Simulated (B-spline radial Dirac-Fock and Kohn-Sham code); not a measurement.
## Compton profile of As²¹⁺

System: As²¹⁺, [Ne] 3s2.

Method: the impulse approximation on configuration-average Dirac-Fock orbitals. Computed with a radial B-spline solver. pz is in atomic units of momentum; subshell profiles are per electron, for a selection of subshells; open shells are spread over both j values by their weights.

| pz | J total | J 2p1/2 | J 2p3/2 | J 3s1/2 |
| --- | --- | --- | --- | --- |
| 1.2 | 0.8101 | 0.0470 | 0.0478 | 0.149 |
| 1.8 | 0.7182 | 0.0469 | 0.0477 | 0.108 |
| 2.5 | 0.6137 | 0.0466 | 0.0474 | 0.0654 |
| 3.6 | 0.4977 | 0.0455 | 0.0462 | 0.0264 |
| 5.2 | 0.4088 | 0.0418 | 0.0422 | 0.0164 |
| 7.4 | 0.3033 | 0.0333 | 0.0334 | 0.0131 |
| 11 | 0.1585 | 0.0183 | 0.0180 | 0.00271 |
| 15 | 0.08059 | 0.00790 | 0.00758 | 0.000542 |
| 22 | 0.03099 | 0.00169 | 0.00156 | 0.000437 |
| 31 | 0.01130 | 0.000281 | 0.000246 | 0.000198 |
| 45 | 0.002957 | 2.91e-05 | 2.35e-05 | 4.68e-05 |
| 64 | 0.0006543 | 2.90e-06 | 2.07e-06 | 8.94e-06 |
| 92 | 0.0001164 | < 1e-6 | < 1e-6 | 1.42e-06 |

Q: What is the peak value J(0), and which subshell contributes most to it?

A: J(0) = 0.9064. The 3s1/2 subshell gives the largest part, 42 %.

Mean momentum ⟨p⟩ by subshell (a.u.): 1s1/2 28.6, 2s1/2 9.98, 2p1/2 13.3, 2p3/2 13.1, 3s1/2 5.42.
